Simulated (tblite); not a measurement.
C₇H₁₃FO₂.
Geometry (GFN2-xTB, Å), atoms numbered from 1 in this order:
```
atom  x, y, z in Å
C1    -3.4880   -0.0047    0.2521
C2    -2.0694   -0.5545    0.3201
C3    -1.0716    0.3791   -0.3601
C4     0.3465   -0.1796   -0.3004
O5     0.7561   -0.2401    1.0506
C6     2.0848   -0.6961    1.1662
C7     3.0267    0.2295    0.4020
O8     2.6424    0.2857   -0.9709
C9     1.3300    0.6661   -1.1304
F10    1.1913    2.0017   -0.7895
H11   -4.1803   -0.6759    0.7543
H12   -3.8060    0.1055   -0.7825
H13   -3.5444    0.9685    0.7336
H14   -1.7708   -0.6833    1.3608
H15   -2.0343   -1.5339   -0.1631
H16   -1.3445    0.5269   -1.4070
H17   -1.0768    1.3490    0.1383
H18    0.3775   -1.1967   -0.7340
H19    2.3178   -0.6974    2.2314
H20    2.1651   -1.7187    0.7655
H21    4.0511   -0.1416    0.4070
H22    2.9887    1.2372    0.8321
H23    1.1031    0.6002   -2.2021
```

Computed values, GFN2-xTB/tblite, gas phase, harmonic and unscaled. Errors from tens to a few hundred cm⁻¹ against measured bands are possible. One conformer, not necessarily the lowest.

Harmonic wavenumbers (cm⁻¹): 67.8, 73.2, 93.0, 131.8, 198.9, 231.3, 261.4, 295.4, 317.1, 333.6, 436.8, 492.3, 556.4, 588.4, 754.0, 783.5, 842.2, 880.0, 911.2, 939.9, 948.9, 971.0, 991.7, 1040.8, 1072.8, 1090.3, 1098.4, 1113.5, 1133.8, 1140.2, 1153.5, 1201.9, 1220.8, 1240.9, 1253.4, 1273.1, 1280.4, 1289.6, 1304.0, 1311.8, 1328.5, 1339.1, 1367.5, 1415.4, 1443.6, 1449.6, 1466.6, 1494.2, 1502.8, 1504.8, 2811.8, 2865.8, 2930.6, 2934.4, 2969.0, 2978.5, 3000.4, 3006.5, 3007.0, 3009.3, 3033.2, 3040.0, 3044.1.

A = 2598, B = 784.5, C = 664.4 MHz; mass 148.090 u (most abundant isotopes); point group C1, symmetry number 1.

Question: Zero-point energy?

Answer: ½Σν̃ = 42631 cm⁻¹ = 121.89 kcal/mol.

Question: What is S at 400 K and 1 bar for an ideal gas of classical rigid rotors and harmonic oscillators?

Answer: Translation 42.37, rotation 30.73, vibration 40.59: S = 113.7 cal/(mol K).

Question: And Cp and H(400 K) − H(0)?

Answer: Cp = 53.03 cal/(mol K), of which vibrations give 45.08 (their classical limit is 63 R = 125.2); H(400 K) − H(0) = 11.85 kcal/mol without the zero-point energy, 8.67 from vibrations.

Question: How do the functions run with temperature in this model?

Answer: 
| T (K) | S (cal/(mol K)) | Cp (cal/(mol K)) | H − H(0) (kcal/mol) | G − H(0) (kcal/mol) | ln q(vib) |
| --- | --- | --- | --- | --- | --- |
| 100 | 70.1 | 19.0 | 1.30 | -5.72 | 1.52 |
| 200 | 86.4 | 29.0 | 3.71 | -13.58 | 4.16 |
| 300 | 100.3 | 40.5 | 7.17 | -22.93 | 6.82 |
| 500 | 126.8 | 64.3 | 17.73 | -45.66 | 12.27 |
| 800 | 162.7 | 88.1 | 40.93 | -89.22 | 20.56 |
| 1000 | 183.5 | 98.3 | 59.63 | -123.87 | 25.88 |

q(vib) and H(0) count from the zero-point level.

Question: Which modes carry the vibrational entropy at 400 K?

Answer: 67.8 cm⁻¹: 4.80; 73.2 cm⁻¹: 4.64; 93.0 cm⁻¹: 4.17; 131.8 cm⁻¹: 3.49; 198.9 cm⁻¹: 2.69; 231.3 cm⁻¹: 2.41 cal/(mol K); the other 57 give 18.39 together.

Question: What must be added to the electronic energy to get the Gibbs energy at 400 K and 1 bar?

Answer: ZPE + [H(400 K) − H(0)] − T·S = 121.89 + 11.85 − 45.48 = 88.26 kcal/mol.

Hindered rotation and anharmonicity are outside this model. Other conformers, if any are populated, would add a mixing term that is left out. The structure is chiral; the term R ln 2 for an equal mix with its mirror image is left out.

On Arm Neoverse N1, one thread, no GPU, shared host with 64 logical CPUs at a one-minute load of 60, this took 1.6 s wall. This covers the Hessian and the dipole derivatives.
